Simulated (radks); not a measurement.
Values are calculated unless marked as measured or tabulated.
Sc+, configuration [Ar] 3d1 4s1 (the NIST ground configuration). Level of theory: Dirac Kohn-Sham, BLYP, spin-unpolarised, spherical densities, point nucleus; open shells fill j = l - 1/2 first (a radial shooting solver on a logarithmic mesh with Libxc functionals).

Normalised radial functions P(r) = r R(r) (large component), r in bohr:

r,2p1/2,3d5/2
0.005303,0.0093,0.0000
0.007975,0.0193,0.0000
0.0119,0.0398,0.0001
0.01775,0.0811,0.0002
0.02648,0.1619,0.0007
0.0395,0.3111,0.0022
0.0594,0.5704,0.0066
0.08861,0.9475,0.0183
0.1322,1.3909,0.0473
0.1972,1.7155,0.1109
0.2942,1.6588,0.2297
0.4389,1.1452,0.4090
0.66,0.4838,0.6109
0.9846,0.1073,0.7312
1.469,0.0093,0.6901
2.191,0.0002,0.5168
3.269,0.0000,0.2948
4.916,0.0000,0.1086
7.334,0.0000,0.0208
10.94,0.0000,0.0014

2p1/2: eigenvalue -398.43 eV, 0 radial nodes, <r> = 0.306 bohr, 90 % of the charge inside 0.504 bohr. 3d5/2 (empty): eigenvalue -9.885 eV, 0 radial nodes, <r> = 1.71 bohr, 90 % of the charge inside 2.99 bohr.
